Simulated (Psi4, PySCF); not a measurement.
Psi4 was given this input:
```
memory 2 GB

molecule mol {
1 2
Pb    0.010156   -0.015659    0.634723
Cl    0.889491    1.051078   -1.520427
Cl   -0.938478   -0.975544   -1.541178
}

set {
  basis def2-svpd
  reference uks
  scf_type pk
  puream true
  d_convergence 1e-8
  dft_radial_points 99
  dft_spherical_points 590
}

energy('bhhlyp')
print_variables()
```

Task: Give the equivalent PySCF input.

Result: This is not unique; one that fits is 
```python
from pyscf import gto, scf, dft

mol = gto.M(
    atom='''
Pb    0.010156   -0.015659    0.634723
Cl    0.889491    1.051078   -1.520427
Cl   -0.938478   -0.975544   -1.541178
''',
    basis='def2-svpd',
    ecp={'Pb': 'def2-svpd'},
    charge=1,
    spin=1,
    verbose=4,
)

mf = dft.UKS(mol)
mf.xc = 'bhandhlyp'
mf.grids.atom_grid = (99, 590)
mf.grids.prune = None
mf.kernel()
```

Both were run: Psi4 gave -1112.628373 Eh and PySCF -1112.628374 Eh, 0.001 mEh apart.
